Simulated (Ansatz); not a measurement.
CH$_{5}$Si (SMILES [CH2][SiH3]), doublet, geometry from GFN2-xTB. Base run: PBE0/pcseg-1 in Ansatz (a first-principles code).

The Ansatz input:
Ansatz 0.2 input:
```yaml
crystal:
  periodic: [false, false, false]
  atoms:
    - {symbol: C, position_ang: [-0.01711389, 0.13861103, -1.25945287]}
    - {symbol: Si, position_ang: [0.00774095, -0.06609183, 0.57241213]}
    - {symbol: H, position_ang: [-0.92959358, 0.22915764, -1.82227983]}
    - {symbol: H, position_ang: [0.88009381, 0.20740535, -1.84926448]}
    - {symbol: H, position_ang: [0.03350168, 1.24334789, 1.24448153]}
    - {symbol: H, position_ang: [-1.19792114, -0.77868484, 1.00294438]}
    - {symbol: H, position_ang: [1.20822931, -0.80760657, 0.96706573]}
basis:
  gaussian:
    orbitals: pcseg-1.json
hamiltonian:
  xc: pbe0
magnetization: {spin_polarized: true, initial_magnetization: 1}
```
The basis file holds pcseg-1 in the JSON format of the Basis Set Exchange.

Each row names what was changed in the base input (with any setting that the change needs).

```csv
change,ΔE vs base (µEh)
base,0.0
lower_state_search = full,0.0
"point_charge = charge:0.5 position_ang:1.2952, -3.6548, -3.1481",-525
forces = on,0.0
lower_state_search = off,0.0
lower_state_search = light,0.0
"final_grid = 10, 20, 41",0.0
"final_grid = 14, 28, 59",0.0
nuclear_model = gaussian,175
"final_grid = 4, 8, 17",39.0
fitting.mean_field = def2-universal-JKFIT,-50.8
```
